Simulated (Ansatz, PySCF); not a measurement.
Process, species as SMILES: NB(N)O [diaminoborinic acid] -> N[B]N + [OH] (HO) (the B-O bond at the site shown breaks; other sites are not compared here)
Each molecule is optimised on its own at B3LYP-D3(BJ)/def2-TZVP (Ansatz, an electronic-structure program), one conformer each, not searched for the lowest. Frequencies are from Ansatz or PySCF.

Property: bond dissociation energy (enthalpy at 298 K, with B3LYP-D3(BJ) rigid-rotor harmonic-oscillator terms), in kcal/mol. Correlated levels leave the core frozen unless marked. Open shells are spin-unrestricted. No spin-orbit coupling. No relativistic terms. Basis-set limits of correlation are two-point, X^-3; Hartree-Fock from the larger set.

Level to compare with: CCSD(T)/CBS(aug-cc-pVTZ,aug-cc-pVQZ) (Ansatz), 143.6 kcal/mol. It is a level with limits of its own, and the differences hold the functionals' basis error too.

Task: Rank these functionals by how close they come to CCSD(T)/CBS(aug-cc-pVTZ,aug-cc-pVQZ), closest first: wB97M-V/def2-TZVPD (Ansatz); LC-wPBE/def2-TZVPD (Ansatz); B3LYP/def2-TZVPD (Ansatz).

Result: wB97M-V/def2-TZVPD (range-separated hybrid meta-GGA with VV10, 143.5 kcal/mol, difference -0.1), LC-wPBE/def2-TZVPD (range-separated hybrid, 138.6 kcal/mol, difference -5.0), B3LYP/def2-TZVPD (global hybrid, 136.0 kcal/mol, difference -7.6)
